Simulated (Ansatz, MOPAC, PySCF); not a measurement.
System: HTe (charge 0, doublet). SMILES: [TeH]
Coordinates optimised at B3LYP-D3(BJ)/def2-TZVP (Ansatz, a first-principles code):
```xyz
2

Te     0.0000     0.0000    -0.0314
H      0.0000     0.0000     1.6331
```
Charge 0, spin multiplicity 2.

Wanted: vertical ionisation energy to the triplet, in eV. Conventions: open shells spin-unrestricted; no spin-orbit coupling; each state is the SCF solution reached for its charge and spin; LANL2DZ with its own core potentials from Na on; six Cartesian d functions in 6-31G* and its kin unless marked 5d; def2 sets with scalar-relativistic core potentials past Kr; PM7 with its own dispersion and hydrogen-bond terms. Ab initio and DFT rows: single points at B3LYP-D3(BJ) geometries (Ansatz). Semi-empirical rows: differences of heats of formation at the shared geometry for vertical values.

```
species            coefficient  E at B3LYP/6-31G* with LANL2DZ past Ar (Ansatz), Eh  E at M06-2X/def2-TZVPD (PySCF), Eh  heat of formation at PM7 (MOPAC), kcal/mol
-----------------  -----------  ---------------------------------------------------  ----------------------------------  ------------------------------------------
charge 1, triplet           +1                                             -8.28527                          -268.20087                                      212.62
charge 0, doublet           -1                                             -8.61663                          -268.51641                                       38.51
```

 1 Eh = 27.2114 eV and 1 eV = 23.0605 kcal/mol.

Question: Compute it at each level from the table.

Answer: 
- B3LYP/6-31G* with LANL2DZ past Ar: the sum of coefficient times E is 0.33136 Eh, or 9.017 eV. Result: 9.02 eV.
- M06-2X/def2-TZVPD: the sum of coefficient times E is 0.31554 Eh, or 8.586 eV. Result: 8.59 eV.
- PM7: the sum of coefficient times heat of formation is 174.11 kcal/mol, or 7.55 eV.
